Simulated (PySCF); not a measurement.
# Working out the ionisation energy of Ge⁺

Ge⁺ [Ar] 3d10 4s2 4p1 (2P) → Ge²⁺ [Ar] 3d10 4s2 (1S). Computed with PySCF 2.14 in cc-pVTZ-DK (6s5p3d1f, 43 functions), with the spin-free X2C one-electron Hamiltonian (Gaussian nucleus). Frozen: [Ar] 3d10. Energies in hartree (1 hartree = 27.21139 eV):

```csv
part,Ge⁺ (lower),Ge²⁺ (upper)
UHF,-2096.779521,-2096.219232
CCSD correlation,-0.050723,-0.039360
(T),-0.000769,0.000000
```

What does Hartree-Fock give?

(-2096.219232) − (-2096.779521) = 0.560289 hartree = 15.246 eV.

What do CCSD and CCSD(T) give?

The CCSD correlation energies differ by 0.011363 hartree = 0.309 eV and the triples by 0.000769 hartree = 0.021 eV, so CCSD gives 15.555 eV and CCSD(T) 15.576 eV.

Measured between the centres of the two terms (NIST): 15.789 eV, so CCSD(T) (valence) is off by -0.213 eV.

What remains against the reference includes basis incompleteness, the frozen core and higher excitations.
